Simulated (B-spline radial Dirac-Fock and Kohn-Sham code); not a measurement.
**Elastic and transport cross sections of iron for electrons**

Calculated with a radial finite-basis atomic code, using relativistic (Dirac) partial waves in the static field of the Dirac-Fock atom with Furness-McCarthy exchange, without polarisation or absorption potentials. Below a few hundred eV the neglected polarisation potential matters, most of all at small angles. σ_tr1 and σ_tr2 weight the cross section with 1 − P₁ and 1 − P₂ of cos θ; "backward" is the share scattered beyond 90°.

| energy (eV) | σ (a₀²) | σ_tr1 (a₀²) | σ_tr2 (a₀²) | σ/σ_tr1 | backward (%) |
| --- | --- | --- | --- | --- | --- |
| 50 | 14.5 | 8.15 | 10.2 | 1.78 | 27 |
| 62.5 | 15.9 | 8.54 | 10.8 | 1.86 | 28 |
| 81.1 | 16.8 | 8.70 | 10.3 | 1.93 | 28 |
| 92.1 | 16.9 | 8.63 | 9.70 | 1.96 | 28 |
| 99.9 | 16.9 | 8.53 | 9.23 | 1.98 | 27 |
| 100 | ? | ? | ? | ? | ? |
| 184 | 14.7 | 6.56 | 5.29 | 2.24 | 22 |
| 200 | 14.2 | 6.19 | 4.87 | 2.30 | 21 |
| 209 | 14.0 | 5.99 | 4.66 | 2.33 | 20 |
| 215 | 13.8 | 5.86 | 4.53 | 2.36 | 20 |
| 221 | 13.7 | 5.74 | 4.42 | 2.38 | 20 |
| 225 | 13.5 | 5.66 | 4.34 | 2.40 | 19 |
| 235 | 13.3 | 5.46 | 4.17 | 2.43 | 19 |
| 239 | 13.2 | 5.38 | 4.11 | 2.45 | 19 |

Question: Fill in the row for 100 eV.

Answer: σ = 16.9 a₀², σ_tr1 = 8.52 a₀², σ_tr2 = 9.22 a₀², σ/σ_tr1 = 1.98, backward 27 %. The ratio σ/σ_tr1 is roughly the number of elastic collisions that randomise the direction.
